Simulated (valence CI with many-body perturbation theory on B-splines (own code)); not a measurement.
Values are calculated unless marked as measured or tabulated.
**Hyperfine factors and g values of Sm⁴⁸⁺**

Method: relativistic CI+MBPT: four valence electrons over a frozen Dirac-Fock core [Ne], a basis of 11 s, 11 p, 9 d, 7 f, 5 g, 2 h, 1 i functions for each j, with the one-electron correlation potential Σ1 (screened to all orders), the two-electron term Σ2, the three-electron term Σ3, Breit, model QED; selected single and double excitations, second order for the rest (own B-spline code, finite nucleus).

No measured spectrum was set against this ion. As an estimate, large intervals hold to a few tenths of a per cent, small ones and those within an open d or f shell to about a per cent.

A/g_I is the dipole constant over the nuclear g factor μ/I (μ in nuclear magnetons, uniformly magnetised nucleus), B/Q the quadrupole constant per barn. Both hold the static response of the core; the bare values leave it out. Large factors of s and p1/2 electrons are usually good to 5 to 10 %; those of open d and f shells near neutrality can be off by tens of per cent, and small factors of p3/2, d and f electrons come from cancelling terms and can be off by a factor of two or in sign, in half-filled shells by more. B is blank for J = 1/2, where it vanishes, and for nearly pure S terms. Energies count from the lowest level. Levels with J = 0 are left out.

Levels are named by their leading jj configuration (3d3/2^4 stands for four electrons in 3d with j = 3/2), which in mixed levels can hold well under half, so a name can repeat and another be missing. Letters in brackets count levels of one name in rising energy.

```
                         Level  E (Ry)      g  A/g_I (MHz)  A/g_I bare  B/Q (MHz/b)  B/Q bare
        (3s^2 3p1/2 3p3/2) J=1  10.757  1.493       -62300      -58400       112000    110000
        (3s^2 3p1/2 3p3/2) J=2  11.317  1.175       293000      289000       196000    193000
        (3s 3p1/2^2 3p3/2) J=2  20.086  1.565       701000      688000       197000    194000
        (3s 3p1/2^2 3p3/2) J=1  21.794  1.015      -436000     -422000       135000    133000
            (3s^2 3p3/2^2) J=2  22.482  1.307       119000      119000        28100     27600
        (3s^2 3p1/2 3d3/2) J=2  23.685  0.759       252000      248000        42400     43700
        (3s^2 3p1/2 3d3/2) J=1  26.110  0.879      -187000     -180000        29900     30300
        (3s^2 3p1/2 3d5/2) J=2  27.209  1.325       -31700      -28400        15800     17200
        (3s^2 3p1/2 3d5/2) J=3  27.313  1.122       173000      172000        19700     21600
    (3s 3p1/2 3p3/2^2) J=2 [a]  30.709  1.475       422000      415000        89900     88600
        (3s 3p1/2 3p3/2^2) J=3  31.605  1.303       596000      585000        26000     25700
    (3s 3p1/2 3p3/2^2) J=1 [a]  33.074  1.266       600000      589000      -169000   -167000
    (3s 3p1/2 3p3/2^2) J=2 [b]  33.212  1.088        79000       79900       -21000    -20600
        (3s 3p1/2^2 3d3/2) J=1  33.228  0.406      -548000     -533000        17300     17900
        (3s 3p1/2^2 3d3/2) J=2  33.621  1.157       632000      619000        34100     35300
    (3s 3p1/2 3p3/2^2) J=1 [b]  33.826  1.365       319000      315000       102000    101000
        (3s 3p1/2^2 3d5/2) J=3  36.577  1.363       433000      426000        32200     34000
        (3s^2 3p3/2 3d3/2) J=3  36.671  1.111       107000      107000       216000    214000
        (3s^2 3p3/2 3d3/2) J=2  36.740  1.061        36200       38100       -23300    -22900
        (3s^2 3p3/2 3d3/2) J=1  36.804  1.132       130000      130000      -104000   -103000
        (3s 3p1/2^2 3d5/2) J=2  37.385  1.024      -336000     -325000         6650      8540
        (3s^2 3p3/2 3d5/2) J=4  37.797  1.242        59100       60100       274000    272000
        (3s^2 3p3/2 3d5/2) J=2  38.170  1.264        77800       78600      -148000   -146000
        (3s^2 3p3/2 3d5/2) J=3  39.865  1.178        70700       71200        23600     24900
        (3s^2 3p3/2 3d5/2) J=1  40.357  1.087       -21100      -18200        33800     33900
(3s 3p1/2 3p3/2 3d3/2) J=2 [a]  42.289  1.186       164000      163000        22900     22700
(3s 3p1/2 3p3/2 3d3/2) J=1 [a]  42.997  1.174       299000      295000      -105000   -104000
(3s 3p1/2 3p3/2 3d3/2) J=3 [a]  43.280  1.155       400000      393000        36500     36500
(3s 3p1/2 3p3/2 3d3/2) J=2 [b]  43.345  1.171       228000      226000       -42600    -42200
              (3s 3p3/2^3) J=2  44.127  1.396       699000      685000      -219000   -216000
    (3s 3p1/2 3p3/2 3d3/2) J=4  44.194  1.195       469000      461000       152000    151000
(3s 3p1/2 3p3/2 3d3/2) J=2 [c]  45.045  0.900       236000      233000       -68500    -67000
(3s 3p1/2 3p3/2 3d3/2) J=3 [b]  45.318  1.364       423000      417000       169000    166000
(3s 3p1/2 3p3/2 3d5/2) J=4 [a]  45.400  1.392       268000      265000       267000    265000
```

**Question.** Take the isotope of mass number 149, with I = 7/2, μ = -0.6677 μN and Q = 0.075 b. What is the hyperfine structure of (3s 3p1/2^2 3p3/2) J=2?

**Answer.** From the table A = -134000 MHz, B = 14700 MHz. Shifts from the centre of gravity in MHz: F = 3/2: 1210000, F = 5/2: 872000, F = 7/2: 398000, F = 9/2: -206000, F = 11/2: -934000.
